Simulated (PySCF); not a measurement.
C2H4N2OSi, SMILES N1[SiH](N=CC=1)O. Atoms are numbered in the order given.

```xyz
10

O      2.0705     0.5055     0.0000
Si     0.7030    -0.4136     0.0000
N     -0.4341    -0.0715     1.3479
C     -1.5415     0.1904     0.7664
C     -1.5415     0.1904    -0.7664
N     -0.4341    -0.0715    -1.3479
H      1.9752     1.4652     0.0000
H      1.1357    -1.8265     0.0000
H     -2.4702     0.4119     1.3260
H     -2.4702     0.4119    -1.3260
```
Charge 0, spin multiplicity 1.

Geometry optimised at r2SCAN-D4/def2-SVP. This is a generated structure with no PubChem entry under its InChIKey; it may be hypothetical. Other conformers were not sampled.

Computed with r2SCAN-D4/def2-SVP (PySCF).

Frequencies are harmonic and unscaled.

```json
[
 {"mode": "1", "ν (cm⁻¹)": "147", "IR (km/mol)": "1.1", "moving atoms (share of kinetic energy)": "O 31 %, C 21 %, H 19 %, Si 14 %, N 14 %"},
 {"mode": "2", "ν (cm⁻¹)": "165", "IR (km/mol)": "57.2", "moving atoms (share of kinetic energy)": "H 71 %, N 12 %"},
 {"mode": "3", "ν (cm⁻¹)": "295", "IR (km/mol)": "73.2", "moving atoms (share of kinetic energy)": "O 41 %, H 33 %, N 9 %, Si 9 %"},
 {"mode": "4", "ν (cm⁻¹)": "418", "IR (km/mol)": "46.7", "moving atoms (share of kinetic energy)": "N 50 %, O 16 %, Si 13 %, C 11 %, H 10 %"},
 {"mode": "5", "ν (cm⁻¹)": "468", "IR (km/mol)": "2.0", "moving atoms (share of kinetic energy)": "H 36 %, C 31 %, N 30 %"},
 {"mode": "6", "ν (cm⁻¹)": "522", "IR (km/mol)": "41.0", "moving atoms (share of kinetic energy)": "Si 39 %, N 34 %, C 17 %"},
 {"mode": "7", "ν (cm⁻¹)": "640", "IR (km/mol)": "34.9", "moving atoms (share of kinetic energy)": "N 38 %, Si 36 %, C 20 %"},
 {"mode": "8", "ν (cm⁻¹)": "716", "IR (km/mol)": "18.4", "moving atoms (share of kinetic energy)": "N 78 %, H 9 %"},
 {"mode": "9", "ν (cm⁻¹)": "747", "IR (km/mol)": "8.5", "moving atoms (share of kinetic energy)": "H 81 %"},
 {"mode": "10", "ν (cm⁻¹)": "753", "IR (km/mol)": "50.2", "moving atoms (share of kinetic energy)": "H 81 %, O 10 %"},
 {"mode": "11", "ν (cm⁻¹)": "842", "IR (km/mol)": "171.9", "moving atoms (share of kinetic energy)": "H 45 %, C 43 %"},
 {"mode": "12", "ν (cm⁻¹)": "862", "IR (km/mol)": "70.5", "moving atoms (share of kinetic energy)": "H 53 %, C 33 %"},
 {"mode": "13", "ν (cm⁻¹)": "889", "IR (km/mol)": "54.4", "moving atoms (share of kinetic energy)": "H 80 %, C 9 %, O 9 %"},
 {"mode": "14", "ν (cm⁻¹)": "911", "IR (km/mol)": "117.3", "moving atoms (share of kinetic energy)": "C 43 %, N 39 %, H 13 %"},
 {"mode": "15", "ν (cm⁻¹)": "956", "IR (km/mol)": "170.3", "moving atoms (share of kinetic energy)": "Si 44 %, O 36 %, H 17 %"},
 {"mode": "16", "ν (cm⁻¹)": "1009", "IR (km/mol)": "0.0", "moving atoms (share of kinetic energy)": "H 57 %, C 41 %"},
 {"mode": "17", "ν (cm⁻¹)": "1307", "IR (km/mol)": "0.0", "moving atoms (share of kinetic energy)": "H 83 %, N 11 %"},
 {"mode": "18", "ν (cm⁻¹)": "1327", "IR (km/mol)": "7.9", "moving atoms (share of kinetic energy)": "H 75 %, C 18 %"},
 {"mode": "19", "ν (cm⁻¹)": "1623", "IR (km/mol)": "71.3", "moving atoms (share of kinetic energy)": "C 54 %, N 45 %"},
 {"mode": "20", "ν (cm⁻¹)": "1685", "IR (km/mol)": "8.8", "moving atoms (share of kinetic energy)": "C 58 %, N 38 %"},
 {"mode": "21", "ν (cm⁻¹)": "2306", "IR (km/mol)": "86.1", "moving atoms (share of kinetic energy)": "H 97 %"},
 {"mode": "22", "ν (cm⁻¹)": "3051", "IR (km/mol)": "27.9", "moving atoms (share of kinetic energy)": "H 92 %, C 8 %"},
 {"mode": "23", "ν (cm⁻¹)": "3066", "IR (km/mol)": "90.4", "moving atoms (share of kinetic energy)": "H 92 %, C 8 %"},
 {"mode": "24", "ν (cm⁻¹)": "3887", "IR (km/mol)": "118.6", "moving atoms (share of kinetic energy)": "H 94 %"}
]
```
